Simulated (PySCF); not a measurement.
Argon: a sound run and one with changed settings

Sound run: Ar⁺ [Ne] 3s2 3p5, Ar²⁺ [Ne] 3s2 3p4. All numbers are calculated (PySCF 2.14, no relativity, point nucleus, in aug-cc-pV(D+d)Z). In the sound run the correlated levels freeze [Ne]. The sound run starts from symmetry-adapted Hartree-Fock orbitals and uses a fine grid where one is needed.

Changed run: all electrons correlated in a basis built for the valence shell.

```csv
species,method,sound run (hartree),changed run (hartree),converged
Ar⁺,MP2,-526.38484,-526.44691,yes
Ar⁺,CCSD(T),-526.40695,-526.46627,yes
Ar²⁺,MP2,-525.38741,-525.44893,yes
Ar²⁺,CCSD(T),-525.41144,-525.47045,yes
```

Ionisation energy of Ar⁺:

```json
{"method": "UHF", "sound run (eV)": "26.397", "changed run (eV)": "26.397"}
{"method": "MP2", "sound run (eV)": "27.141", "changed run (eV)": "27.157"}
{"method": "SCS-MP2", "sound run (eV)": "27.109", "changed run (eV)": "27.122"}
{"method": "CCSD", "sound run (eV)": "27.074", "changed run (eV)": "27.081"}
{"method": "CCSD(T)", "sound run (eV)": "27.089", "changed run (eV)": "27.098"}
```

A valence basis has no tight correlating functions, so it recovers only part of the core correlation, and not evenly between atom and ion.

For comparison, NIST gives 27.630 eV between the lowest levels.
